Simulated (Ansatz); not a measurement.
`[CH3][GeH2][SeH]` + PH₃ → `P[SeH]` + `[CH3][GeH3]` at 298.15 K and 1 bar (ligand exchange at the Se–Ge bond).

Gas-phase electronic energies from Ansatz, PBE0-D4/def2-TZVP geometries. CCSD(T)/CBS is the MP2 limit (def2-TZVPP, def2-QZVPP) plus CCSD(T) − MP2 in def2-TZVPP, frozen cores. This one scheme is used for every species. For Ge, Se outer-core shells are correlated without core-valence functions, which leaves a few kJ/mol of doubt a bond. Scalar relativity is left out up to krypton. One conformer a species, not always the lowest.

```csv
species,CCSD(T)/CBS energy (Eh),H − E (kJ/mol),S (J/(mol·K))
`[CH3][GeH2][SeH]`,-4518.50643,177.8,340.2
PH₃,-342.72256,73.1,210.2
`P[SeH]`,-2743.44381,80.6,280.3
`[CH3][GeH3]`,-2117.76728,170.1,269.4
```

H − E and S are ideal-gas, rigid-rotor, harmonic terms from PBE0-D4/def2-TZVP, for one conformer and one mirror image of each species. 1 Eh = 2625.50 kJ/mol, R = 8.31446 J/(mol·K).

Question: By hand: ΔE, ΔH, ΔS and ΔG.

Answer: ΔE = (-2743.44381) + (-2117.76728) − (-4518.50643) − (-342.72256) = 0.01790 Eh = 47.0 kJ/mol. Δ(H − E) = 80.6 + 170.1 − 177.8 − 73.1 = -0.2, so ΔH = 46.8 kJ/mol. ΔS = 280.3 + 269.4 − 340.2 − 210.2 = -0.7 J/(mol·K). ΔG = 46.8 − 298.15 × (-0.7)/1000 = 47.0 kJ/mol.

Question: By hand: the equilibrium constant, and the temperature at which ΔG would vanish if ΔH and ΔS stayed fixed.

Answer: log₁₀ K = −ΔG/(RT ln 10) = -8.2. ΔH and −TΔS have one sign here, so there is no such temperature. One of them is within its doubt of zero, so this could turn.

The number of gas molecules stays the same, so ΔS is small and ΔH decides. A doubt of 5 kJ/mol in ΔE shifts log₁₀ K by 0.9 here. Other conformers and mirror images would add mixing entropy, several J/(mol·K) or more a flexible species. These are equilibria of isolated gas molecules and say nothing of rates. Largest T1 diagnostic: 0.013 (customary marks: 0.02 for closed shells, 0.045 for open ones).
